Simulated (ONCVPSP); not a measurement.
# Transferability test, ONCV potential for P

ONCVPSP 4.0.1 input, shortened (lines: element, Z, core and valence counts, functional; n l f; lmax; l rc ep ncon nbas qcut; lloc lpopt rc5 dvloc0; l nproj debl; icmod fcfact rcfact), PBE, scalar-relativistic:

```
  P 15.00    3    2        4      upf
    1    0    2.00
    2    0    2.00
    2    1    6.00
    3    0    2.00
    3    1    3.00
    1
    0    1.32    0.00    4    9    4.90
    1    1.94    0.00    3    7    5.00
    4    3    1.28    0.00
    0    2    0.80
    1    2    1.00
    0    0.00    0.00
```

Energies are relative to the spin-unpolarised reference configuration 3s2 3p3; without spin polarisation the order of configurations can differ from experiment.

**Question.** Give the all-electron excitation energy and the error of the potential for: 3s2 3p2; 3s2 3p1; 3s2 3p0; 3s1 3p3.

**Answer.**

| valence configuration | charge | ΔE all-electron (eV) | error AE − PS (meV) |
| --- | --- | --- | --- |
| 3s2 3p2 | +1 | 9.730 | -1.1 |
| 3s2 3p1 | +2 | 28.877 | -1.6 |
| 3s2 3p0 | +3 | 58.616 | +13 |
| 3s1 3p3 | +1 | 18.850 | +3.1 |

Note: no bound ghost flagged; GHOST(+) flagged for s at 123.2 eV.
